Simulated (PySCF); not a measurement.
# Excitation energy of Mn⁺ by level of theory

Mn⁺ [Ar] 3d5 4s1 (7S) → Mn⁺ [Ar] 3d4 4s2 (5D), as a difference of total energies. Calculation: PySCF 2.14, in aug-cc-pVTZ with one added diffuse shell each of s, p, d, f, g type (9s8p6d4f3g, 118 functions); no relativity, point nucleus. Correlated levels: valence: [Ar] frozen. The calculations carry no spin-orbit coupling.

```json
{"method": "UHF", "excitation energy (eV)": "7.427"}
{"method": "LDA", "excitation energy (eV)": "7.772"}
{"method": "PBE", "excitation energy (eV)": "7.705"}
{"method": "PBE0", "excitation energy (eV)": "7.670"}
{"method": "r2SCAN", "excitation energy (eV)": "8.118"}
{"method": "B3LYP", "excitation energy (eV)": "7.138"}
{"method": "PBEsol", "excitation energy (eV)": "7.874"}
{"method": "r2SCAN0", "excitation energy (eV)": "7.914"}
{"method": "MP2 (valence)", "excitation energy (eV)": "7.248"}
{"method": "SCS-MP2 (valence)", "excitation energy (eV)": "6.391"}
```

**Question.** How much does correlation contribute at MP2 (valence)?

**Answer.** 7.248 − (7.427) = -0.179 eV, measured against UHF.

A first-order spin-orbit estimate (lowest level to lowest level, LS coupling) adds -0.076 eV.
